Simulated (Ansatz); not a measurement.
`[Br][SbH][Br]`, one more setting.

```yaml
crystal:
  periodic: [false, false, false]
  atoms:
    - {symbol: Br, position_ang: [-1.943943, 0.114476, -0.143003]}
    - {symbol: Sb, position_ang: [0.267162, -0.023478, -0.775806]}
    - {symbol: Br, position_ang: [1.069373, -1.421966, 0.870142]}
    - {symbol: H, position_ang: [0.658560, 1.275491, 0.029992]}
basis:
  gaussian: {orbitals: def2-mTZVPP}
hamiltonian: {xc: {name: wB97X-V}}
output: {forces: true}
```

```sh
$ ansatz run in.yaml --threads 2 --pin off --events-out ev --progress --plain --max-ram 4352MiB
```

It prints (some lines left out):

```
Functional definition: wB97X-V
1097 factors; integrals over basis functions are off by at most 9.0e-4 eV
256 factors; integrals over basis functions are off by at most 1.5e-5 eV
mean field evaluation 1: about -146633.4636 eV, gradient 1.5e1 eV
mean field evaluation 2: about -146633.8703 eV, gradient 1.1e1 eV
mean field evaluation 4: about -146634.1459 eV, gradient 4.8e-1 eV
mean field evaluation 8: about -146634.1667 eV, gradient 4.4e-2 eV
mean field evaluation 16: about -146634.1667 eV, gradient 7.0e-5 eV
mean field -146634.16668212 eV, -5388.7062333600 hartree, gradient 6.9e-5 eV, S^2 0.000000; 0 other end points of the search recorded, 0 dependent functions left out
reference -146634.16668044 eV, -5388.7062332981 hartree; 47, 47 occupied and 66, 66 virtual orbitals, 1097 factors
Total energy: -146634.16668044 eV, -5388.7062332981 hartree
Atom 0 at    -1.943943     0.114476    -0.143003 Å, force    -3.860225     0.209789     1.022607 eV/Å
Atom 1 at     0.267162    -0.023478    -0.775806 Å, force     1.762111     0.168610    -4.985206 eV/Å
Atom 2 at     1.069373    -1.421966     0.870142 Å, force     1.417701    -2.481343     2.797165 eV/Å
Atom 3 at     0.658560     1.275491     0.029992 Å, force     0.680413     2.102944     1.165435 eV/Å
Dipole moment:     0.173676     0.193102    -0.223710 e Å
```

It took 10 s on 2 threads of an Arm Neoverse V1 on a shared host, with 0.37 GiB of host memory at the peak.
